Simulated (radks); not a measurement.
Task: These are the eigenvalues of the occupied orbitals of an atom or ion with whole-number occupations (hartree). Method: scalar-relativistic Kohn-Sham, PBEsol, spin-unpolarised, spherical densities, point nucleus; computed with a radial shooting solver on a logarithmic mesh with Libxc functionals.

orbital  eigenvalue
1s        -2633.225
2s        -456.9354
2p        -398.8291
3s        -106.1284
3p        -88.99864
3d        -69.58249
4s        -22.49343
4p        -16.87503
4d         -9.82990
5s         -3.58274
5p         -2.16965
4f         -2.00823
5d         -0.59697
6s         -0.53923
6p         -0.30602

Which element is it, and in what charge state? The configuration may be excited.

Result: Z = 75, rhenium, charge +1: Re+ in [Xe] 4f14 5d4 6s1 6p1. The list shows which subshells hold electrons but not how many an open one holds; the 1s level, -2633.2 hartree, gives Z - s = 72.6 by -(Z - s)^2/2, which with screening and relativity narrows Z to a few neighbours, and the depths of the outer levels then fix element, charge and occupations together.
